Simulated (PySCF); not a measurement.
C₄H₅, SMILES C=[C]C=C (connectivity only; charge and spin as stated), charge +1, multiplicity 1.

The structure is a stationary point at B3LYP-D3(BJ)/def2-SVP. The spin state was assumed, not searched. The isomer is the one that the SMILES or the coordinates give; other isomers of the formula were not compared. The values are those of a single conformer.

All values below come from ωB97X/def2-TZVPD run with PySCF.

Symmetry labels are those of the subgroup Cs that the program uses (full group Cs).

Computed valence orbital energies around the gap with their symmetry:
| orbital | symmetry | energy (eV) |
|---|---|---|
| HOMO−7 | A' | -27.10 |
| HOMO−6 | A' | -23.70 |
| HOMO−5 | A' | -22.45 |
| HOMO−4 | A' | -21.59 |
| HOMO−3 | A" | -21.40 |
| HOMO−2 | A' | -19.76 |
| HOMO−1 | A" | -17.50 |
| HOMO | A' | -16.95 |
| LUMO | A" | -7.26 |
| LUMO+1 | A' | -3.59 |
| LUMO+2 | A" | -2.68 |
| LUMO+3 | A' | -2.16 |
